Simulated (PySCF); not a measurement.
## `C[Si]([SiH3])([SiH3])[SiH2]OC=O`: 4 charge schemes on one density

Compound: C2H12O2Si4.
Structure used (GFN2-xTB), in Å, numbered top down from 1:
```xyz
20
C2H12O2Si4 angstrom
C     -1.411    2.039    0.659
Si    -0.614    0.339    0.252
Si    -1.914   -0.665   -1.434
Si    -0.605   -0.916    2.243
Si     1.537    0.783   -0.503
O      1.870   -0.863   -0.729
C      3.019   -1.266   -1.193
O      3.932   -0.560   -1.498
H     -0.855    2.571    1.427
H     -2.426    1.914    1.023
H     -1.456    2.685   -0.213
H     -1.988    0.123   -2.670
H     -3.304   -0.896   -1.026
H     -1.374   -1.975   -1.811
H     -1.936   -1.414    2.609
H     -0.127   -0.162    3.407
H      0.258   -2.096    2.132
H      1.762    1.438   -1.795
H      2.577    1.301    0.391
H      3.051   -2.370   -1.274
```

Density: PBE0/pcSseg-1 (PySCF); schemes: Mulliken, IAO, Hirshfeld and ESP-fitted. Isolated species at its GFN2-xTB geometry (one conformer only).

Problem. What partial charge does each atom carry?

Solution. In e:

| atom | environment | Mulliken | IAO | Hirshfeld | ESP-fitted |
| --- | --- | --- | --- | --- | --- |
| C1 | Si-methyl carbon | -0.581 | -0.684 | -0.214 | -0.637 |
| Si2 | four-coordinate silicon | -0.273 | +0.184 | +0.134 | +0.082 |
| Si3 | SiH3 silicon | +0.302 | +0.304 | +0.212 | +0.241 |
| Si4 | SiH3 silicon | +0.304 | +0.304 | +0.213 | +0.253 |
| Si5 | oxygen-bound silicon | +0.647 | +0.681 | +0.307 | +0.522 |
| O6 | oxygen singly bound to a carbonyl carbon | -0.569 | -0.579 | -0.183 | -0.494 |
| C7 | carbonyl carbon | +0.442 | +0.413 | +0.179 | +0.652 |
| O8 | carbonyl oxygen | -0.399 | -0.443 | -0.249 | -0.516 |
| H9 | methyl hydrogen | +0.148 | +0.155 | +0.041 | +0.162 |
| H10 | methyl hydrogen | +0.149 | +0.156 | +0.040 | +0.183 |
| H11 | methyl hydrogen | +0.148 | +0.155 | +0.041 | +0.165 |
| H12 | Si–H hydrogen | -0.055 | -0.094 | -0.072 | -0.073 |
| H13 | Si–H hydrogen | -0.053 | -0.093 | -0.072 | -0.068 |
| H14 | Si–H hydrogen | -0.051 | -0.095 | -0.075 | -0.086 |
| H15 | Si–H hydrogen | -0.054 | -0.093 | -0.072 | -0.072 |
| H16 | Si–H hydrogen | -0.055 | -0.094 | -0.072 | -0.074 |
| H17 | Si–H hydrogen | -0.051 | -0.095 | -0.075 | -0.089 |
| H18 | Si–H hydrogen | -0.050 | -0.103 | -0.070 | -0.081 |
| H19 | Si–H hydrogen | -0.051 | -0.103 | -0.070 | -0.080 |
| H20 | formyl hydrogen | +0.105 | +0.126 | +0.059 | +0.011 |

Mean size of the charges over all atoms: IAO 0.248 e, ESP-fitted 0.227 e, Mulliken 0.224 e, Hirshfeld 0.123 e. Each set sums to the total charge, 0, to within 0.001 e. The Mulliken scheme counts on each atom the diagonal of the density matrix times the overlap matrix over that atom's basis functions.

Lowest charge. The schemes don't all agree: Mulliken C1 (-0.581); IAO C1 (-0.684); Hirshfeld O8 (-0.249); ESP-fitted C1 (-0.637).

Highest charge. The schemes don't all agree: Mulliken Si5 (+0.647); IAO Si5 (+0.681); Hirshfeld Si5 (+0.307); ESP-fitted C7 (+0.652).

Problem. Sum the charges by element.

Solution. 
```
element  atoms  Mulliken     IAO  Hirshfeld  ESP-fitted
      C      2    -0.140  -0.271     -0.035      +0.015
     Si      4    +0.979  +1.473     +0.866      +1.097
      O      2    -0.969  -1.022     -0.432      -1.011
      H     12    +0.129  -0.180     -0.398      -0.101
```

Problem. How closely do the schemes follow one another over all atoms?

Solution. Correlation coefficient and root-mean-square difference: IAO with ESP-fitted 0.97, 0.081 e; IAO with Hirshfeld 0.95, 0.184 e; Mulliken with IAO 0.94, 0.110 e; Mulliken with ESP-fitted 0.94, 0.108 e; Hirshfeld with ESP-fitted 0.91, 0.184 e; Mulliken with Hirshfeld 0.86, 0.189 e.

Problem. How many electrons does the Hirshfeld scheme count on O6?

Solution. Z − q = 8 − (-0.183) = 8.183.

The run behind these numbers computed NMR shieldings as well. The run took 63 s (with the writing of density and orbital grids) on Arm Neoverse V2, one thread, shared host, and the process peaked at 1.1 GiB of memory.
